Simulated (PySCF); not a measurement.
Species: C6H11OP.
Structure used (GFN2-xTB), in Å, numbered top down from 1:
```xyz
19
C6H11OP angstrom
C     -1.735    1.147   -0.188
C     -2.156   -0.305   -0.343
C     -0.957   -1.174   -0.690
P      0.267   -1.023    0.670
O     -0.253   -1.242    2.027
C      1.947   -1.398    0.143
C      1.741   -0.074    0.260
C      2.480    1.198    0.187
H     -1.305    1.528   -1.113
H     -0.985    1.219    0.603
H     -2.583    1.771    0.085
H     -2.921   -0.401   -1.117
H     -2.579   -0.658    0.600
H     -1.240   -2.228   -0.751
H     -0.484   -0.874   -1.624
H      2.767   -2.059   -0.058
H      3.535    1.016   -0.015
H      2.068    1.831   -0.599
H      2.383    1.735    1.130
```

NICS = −σ at a ghost point: NICS(0) at the centroid of the ring atoms, NICS(1) 1 Å to either side along the normal of their mean plane, zz for the tensor component along that normal. Level: GIAO PBE0/pcSseg-1 (PySCF, non-relativistic, gas phase) on the GFN2-xTB geometry, one conformer.

Ring bond lengths (Å), with Mayer bond orders in brackets: P4–C6 1.800 (0.89), C6–C7 1.345 (1.58), C7–P4 1.801 (0.83).

Question: What do the NICS probes read (ppm)?

Answer: 
```csv
ring,type,NICS(0),"NICS(1), two faces","NICS(1)zz, two faces",rms pucker (Å),"centre to ring atoms, mean (Å)"
P4–C6–C7,"3-membered ring with P; formal bonds 1 double, 2 single",-15.6,-9.8 / -6.7,-14.0 / -7.7,0.00,0.95
```

Question: What do they say, and how far can they be read as aromaticity?

Answer: 
- P4–C6–C7: mean NICS(1)zz -10.9 ppm, shielded. P4 has four or more neighbours, and the NICS criterion for π rings isn't applied. The two faces differ by 6.3 ppm, so no symmetry operation interchanges them. NICS(0) lies 7 ppm below the mean NICS(1).

Question: At the first NICS(1) probe listed for ring P4–C6–C7, 1 Å off the ring, what do the in-plane components average?

Answer: The isotropic value is a third of the trace: (3 × -9.8 − (-14.0))/2 = -7.7 ppm.

Question: How shielded are the nuclei of the rings and their hydrogens (means over atoms taken as equivalent)?

Answer: 
| atoms | environment | σ isotropic (ppm) | principal values of the symmetric part, first atom (ppm) |
| --- | --- | --- | --- |
| P4 | phosphoryl phosphorus | 414.3 | 223.9, 258.7, 760.3 |
| C6 | alkene CH carbon | 23.3 | -91.0, -12.3, 173.1 |
| C7 | fully substituted alkene carbon | 0.4 | -111.8, -51.9, 165.0 |
| H16 | vinylic hydrogen | 22.75 | 19.3, 23.7, 25.3 |
